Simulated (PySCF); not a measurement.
Species: C5H3O3S (charge -1).
Z-matrix (Å and degrees, GFN2-xTB geometry), rows numbered from 1:
```
O 
C   1  1.2206
O   2  1.3674  1  118.82
C   2  1.4395  1  127.03  3  -179.99
C   4  1.3751  2  121.25  1     0.09
S   5  1.7143  4  112.46  2   179.98
C   6  1.8964  5   91.57  4     0.01
O   7  1.2227  6  119.38  5   180.00
C   7  1.3733  6  105.47  5    -0.01
H   3  0.9684  2  107.65  1     0.02
H   5  1.0722  4  127.03  2    -0.06
H   9  1.0758  4  122.70  2     0.03
```

The closed-shell ground state was solved at several levels (PySCF, density fitting, gas phase, non-relativistic). No diffuse functions stand in pcSseg-1, which bears on an anion's orbital energies.

```
            level  basis functions  HOMO (eV)  LUMO (eV)  gap (eV)
wB97X-D/def2-SVPD              220      -2.54       4.39      6.93
   PBE0/def2-SVPD              220      -0.83       2.73      3.56
```

(1) Estimate the row for PBE0/pcSseg-1, a basis of 175 functions; the other rows only guide the guess.

(2) Over all these levels, which gives the widest orbital gap and which the narrowest?

Results:

(1) HOMO -0.59 eV, LUMO 3.05 eV, gap 3.64 eV.

(2) wB97X-D/def2-SVPD (range-separated hybrid) has the widest, 6.93 eV, and PBE0/def2-SVPD (global hybrid, 25 % exact exchange) the narrowest, 3.56 eV. The two share the basis. From the narrowest to the widest the HOMO moves by -1.71 eV and the LUMO by +1.66 eV.

One conformer stands for the species.
